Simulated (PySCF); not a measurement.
# Spin states and ions at one geometry of [TlBr2]+

PySCF 2.14.0, RKS BP86, Tl def2-SVP with ECP60, Br def2-SVP; non-relativistic Hamiltonian with scalar-relativistic core potentials where named; density fitting; no spin-orbit coupling; singlets restricted, open shells unrestricted. The geometry is relaxed for charge +1, singlet, vacuum:

```xyz
3

Tl    0.0000    0.0000    0.2406
Br    2.4665    0.0000    0.2427
Br   -2.4665    0.0000    0.2427
```

Energies count from the relaxed state; an electron taken off or put on is at rest in vacuum. Charges and spins are Mulliken's.

**Question.** Order these states by energy, lowest first.
A. charge +1, triplet, vacuum
B. charge +2, doublet, vacuum
C. charge 0, doublet, vacuum
D. charge +1, singlet, vacuum

**Answer.** C (-7.86 eV), D (0.00 eV), A (2.11 eV), B (15.90 eV).

**Question.** How do charge and spin on the first atom follow?

**Answer.** 
| state | spin squared | charge on Tl1 (e) | spin on Tl1 (e) | dipole about the centre of mass (D) |
| --- | --- | --- | --- | --- |
| charge +1, singlet, vacuum | 0.00 | 0.71 | 0.00 | 0.00 |
| charge +1, triplet, vacuum | 2.00 | 0.57 | 0.31 | 0.00 |
| charge +2, doublet, vacuum | 0.75 | 0.91 | -0.03 | 0.00 |
| charge 0, doublet, vacuum | 0.75 | 0.36 | 0.30 | 0.00 |

With an electron taken off (doublet) the charges change, summed by element, by Tl +0.20 e, Br +0.80 e. The vertical ionisation energy is 15.90 eV, against −ε(HOMO) = 12.93 eV of the relaxed state. The level lies 3.0 eV too high, as is usual for semilocal functionals and global hybrids, which keep a self-interaction error.

With an electron put on (doublet) the charges change, summed by element, by Tl -0.35 e, Br -0.65 e. The vertical electron affinity is 7.86 eV, against −ε(LUMO) = 10.80 eV of the relaxed state.

Open shells may have lower solutions than those found. Hard to converge, so the more doubtful: charge +1, triplet, vacuum; charge +2, doublet, vacuum.
